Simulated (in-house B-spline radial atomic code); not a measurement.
The numbers below are computed, except where a source is named.
Weak and strong correlation along the adiabatic connection

Two-electron singlets in several external potentials (atomic units), by full CI in B-splines with partial waves to l = 8 (correlation energies up to 0.6 % small). The repulsion is scaled by λ at fixed density; W(λ) is the mean repulsion less the Hartree energy, W(0) = E_x, and the area under W from 0 to 1 is E_xc.

One system gave this curve:

```tsv
λ	W (hartree)
0	-1.6525
0.02	-1.6544
0.05	-1.6572
0.12	-1.6637
0.25	-1.6754
0.4	-1.6884
0.6	-1.705
0.8	-1.7207
1	-1.7356
1.4	-1.7634
2	-1.8004
3	-1.8522
4.5	-1.9127
7	-1.984
10	-2.0412
```

Problem. Which system is it?
A. −Z/r, Z = 6.46, wall at 0.403 bohr
B. ω²r²/2 − Z/r, ω = 0.103, Z = 3
C. ω²r²/2 − Z/r, ω = 1.08, Z = 0.3
D. −V exp(−r²/w²), V = 12.8, w = 2.02

Solution. B. The exchange energy sets the size: ω²r²/2 − Z/r, ω = 0.103, Z = 3: E_x = -1.65, E_c = -0.0434; −Z/r, Z = 6.46, wall at 0.403 bohr: E_x = -5.48, E_c = -0.046; −V exp(−r²/w²), V = 12.8, w = 2.02: E_x = -1.13, E_c = -0.0431; ω²r²/2 − Z/r, ω = 1.08, Z = 0.3: E_x = -0.825, E_c = -0.0409 hartree.
